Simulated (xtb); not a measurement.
bromine (Br2), singlet, at a GFN2-xTB geometry; GFN2-xTB (xtb).

The xtb input:
```
$ xtb mol.xyz --gfn 2 --ohess --json

# file mol.xyz
2

Br    -0.00000000    -0.00000000    -1.14062493
Br     0.00000000     0.00000000     1.14062493
```

The log (banner, timings and long lists left out):

```
   ID    Z sym.   atoms
    1   35 Br     1, 2

           -------------------------------------------------
          |                Calculation Setup                |
           -------------------------------------------------

           -------------------------------------------------
          |                 G F N 2 - x T B                 |
           -------------------------------------------------

          ...................................................
          :                      SETUP                      :
          :.................................................:
          :  # basis functions                  20          :
          :  # atomic orbitals                  18          :
          :  # shells                            6          :
          :  # electrons                        14          :
          :  max. iterations                   250          :
          :  Hamiltonian                  GFN2-xTB          :
          :  restarted?                      false          :
          :  GBSA solvation                  false          :
          :  PC potential                    false          :
          :  electronic temp.          300.0000000     K    :
          :  accuracy                    1.0000000          :
          :  -> integral cutoff          0.2500000E+02      :
          :  -> integral neglect         0.1000000E-07      :
          :  -> SCF convergence          0.1000000E-05 Eh   :
          :  -> wf. convergence          0.1000000E-03 e    :
          :  Broyden damping             0.4000000          :
          :  net charge                          0          :
          :  unpaired electrons                  0          :
          ...................................................

 iter      E             dE          RMSdq      gap      omega  full diag
   1     -8.1680024 -0.816800E+01  0.203E+01    3.08       0.0  T
   2     -8.1732781 -0.527575E-02  0.920E+00    2.83       1.0  T
   3     -8.1752756 -0.199747E-02  0.211E+00    2.62       1.0  T
   4     -8.1756892 -0.413621E-03  0.224E-01    2.59       1.0  T
   5     -8.1756899 -0.651843E-06  0.111E-01    2.58       1.0  T
   6     -8.1756900 -0.120684E-06  0.108E-03    2.58      65.2  T
   7     -8.1756900 -0.189573E-10  0.395E-05    2.58    1789.5  T
   8     -8.1756900  0.710543E-14  0.513E-06    2.58   13795.2  T

   *** convergence criteria satisfied after 8 iterations ***

         :::::::::::::::::::::::::::::::::::::::::::::::::::::
         ::                     SUMMARY                     ::
         :::::::::::::::::::::::::::::::::::::::::::::::::::::
         :: total energy              -8.173400025044 Eh    ::
         :: gradient norm              0.000020728383 Eh/a0 ::
         :: HOMO-LUMO gap              2.584259904853 eV    ::
         ::.................................................::
         :: SCC energy                -8.175689999706 Eh    ::
         :: -> isotropic ES           -0.000003931066 Eh    ::
         :: -> anisotropic ES          0.002505347996 Eh    ::
         :: -> anisotropic XC         -0.004079375219 Eh    ::
         :: -> dispersion             -0.000964501013 Eh    ::
         :: repulsion energy           0.002289974662 Eh    ::
         :: add. restraining           0.000000000000 Eh    ::
         :: total charge               0.000000000000 e     ::
         :::::::::::::::::::::::::::::::::::::::::::::::::::::

      -----------------------------------------------------------
     |                   =====================                   |
     |                        A N C O P T                        |
     |                   =====================                   |
     |               Approximate Normal Coordinate               |
     |                Rational Function Optimizer                |
      -----------------------------------------------------------
      -----------------------------------------------------------
[...]
 * total energy  :    -8.1734000 Eh     change       -0.1421085E-13 Eh
   *** GEOMETRY OPTIMIZATION CONVERGED AFTER 1 ITERATIONS ***
         :: total energy              -8.173400025044 Eh    ::
[...]
          |               Frequency Printout                |
           -------------------------------------------------
 vibrational frequencies (cm⁻¹)
eigval :        0.00     0.00     0.00     0.00     0.00   268.88
 reduced masses (amu)
   1: 79.90   2: 79.90   3: 79.90   4: 79.90   5: 79.90   6: 79.90
 IR intensities (km·mol⁻¹)
   1:  0.00   2:  0.00   3:  0.00   4:  0.00   5:  0.00   6:  0.00
 Raman intensities (Ä⁴*amu⁻¹)
   1:  0.00   2:  0.00   3:  0.00   4:  0.00   5:  0.00   6:  0.00
 output can be read by thermo (or use thermo option).
 writing <g98.out> molden fake output.
 recommended (thermochemical) frequency scaling factor: 1.0
           -------------------------------------------------
          |             Thermodynamic Functions             |
           -------------------------------------------------

din symmetry found (for desy threshold:  0.10E+00) used in thermo

          ...................................................
          :                      SETUP                      :
          :.................................................:
          :  # frequencies                           1      :
          :  # imaginary freq.                       0      :
          :  linear?                              true      :
          :  only rotor calc.                    false      :
          :  symmetry                              din      :
          :  rotational number                       2      :
          :  scaling factor                  1.0000000      :
          :  rotor cutoff                   50.0000000 cm⁻¹ :
          :  imag. cutoff                  -20.0000000 cm⁻¹ :
          :.................................................:

    mode    ω/cm⁻¹     T·S(HO)/kcal·mol⁻¹    T·S(FR)/kcal·mol⁻¹   T·S(vib)
   ------------------------------------------------------------------------
       1    268.88    -0.47806 ( 99.88%)    -0.55807 (  0.12%)    -0.47815
   ------------------------------------------------------------------------

   temp. (K)  partition function   enthalpy   heat capacity  entropy
                                   cal/mol     cal/K/mol   cal/K/mol   J/K/mol
 298.15  VIB   1.38                  288.995      1.730      1.604
         ROT  0.128E+04              592.502      1.987     16.202
         INT  0.176E+04              881.496      3.717     17.806
         TR   0.195E+28             1481.254      4.968     41.097
         TOT                        2362.7502     8.6850    58.9026   246.4485

       T/K    H(0)-H(T)+PV         H(T)/Eh          T*S/Eh         G(T)/Eh
   ------------------------------------------------------------------------
    298.15    0.376528E-02    0.437783E-02    0.279865E-01   -0.236087E-01
   ------------------------------------------------------------------------

         :::::::::::::::::::::::::::::::::::::::::::::::::::::
         ::                  THERMODYNAMIC                  ::
         :::::::::::::::::::::::::::::::::::::::::::::::::::::
         :: total free energy          -8.197008720864 Eh   ::
         ::.................................................::
         :: total energy               -8.173400025044 Eh   ::
         :: zero point energy           0.000612545311 Eh   ::
         :: G(RRHO) w/o ZPVE           -0.024221241131 Eh   ::
         :: G(RRHO) contrib.           -0.023608695820 Eh   ::
         :::::::::::::::::::::::::::::::::::::::::::::::::::::

optimized geometry written to: xtbopt.xyz

           -------------------------------------------------
          | TOTAL ENERGY               -8.173400025044 Eh   |
          | TOTAL ENTHALPY             -8.169022197612 Eh   |
          | TOTAL FREE ENERGY          -8.197008720864 Eh   |
          | GRADIENT NORM               0.000020730965 Eh/α |
          | HOMO-LUMO GAP               2.584259848525 eV   |
           -------------------------------------------------

normal termination of xtb
```
